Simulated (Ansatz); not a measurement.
Born–Oppenheimer molecular dynamics of ClFH₄OW (8 atoms, charge 0, multiplicity 1). It starts from a relaxed structure.

The calculation used Ansatz 0.2.0, RKS PBE/def2-SVP.

```yaml
ensemble: NVT, Nosé–Hoover chain
time_step: 0.5 fs
steps_asked: 150
set_temperature: 2000 K
thermostat: time constant 300 fs, chain length 5
seed: 805365
```

First frame:

```xyz
8
Properties=species:S:1:pos:R:3
W 0.184 -0.378 0.275
Cl -0.199 0.340 2.427
O 1.941 -0.013 -0.410
H 2.590 -0.546 0.107
H -0.009 1.266 -0.046
H -1.340 0.175 -0.159
F -0.534 -2.052 -0.247
H -0.135 0.125 -1.297
```

(1) How far do the bonds stretch over the last three quarters of this one trajectory? (Pairs bonded in most of those frames.)

Answers

(1) 
```json
{"bond": "W1–Cl2", "mean (Å)": "2.408", "spread (Å)": "0.191", "shortest": "2.10", "longest": "2.61"}
{"bond": "W1–O3", "mean (Å)": "1.929", "spread (Å)": "0.029", "shortest": "1.89", "longest": "1.97"}
{"bond": "W1–H5", "mean (Å)": "1.688", "spread (Å)": "0.067", "shortest": "1.59", "longest": "1.80"}
{"bond": "W1–H6", "mean (Å)": "1.696", "spread (Å)": "0.033", "shortest": "1.64", "longest": "1.76"}
{"bond": "W1–F7", "mean (Å)": "1.893", "spread (Å)": "0.005", "shortest": "1.88", "longest": "1.90"}
{"bond": "W1–H8", "mean (Å)": "1.697", "spread (Å)": "0.072", "shortest": "1.57", "longest": "1.79"}
{"bond": "O3–H4", "mean (Å)": "1.013", "spread (Å)": "0.025", "shortest": "0.97", "longest": "1.06"}
```

Pairs bonded in part of these frames only: W1–H4 46 %.

Mean temperature of the second half: 1201 K. The conserved energy stayed within 0.28 meV per atom of its start (net change 0.077 meV per atom), so the integration is sound. The mean temperature of the second half is 40 % below the set value. A run of 0.075 ps of so small a system gives no equilibrium averages.

Time of the run: 9.5 min on 1 thread of Arm Neoverse V2, on a shared host, peak memory 0.13 GiB.
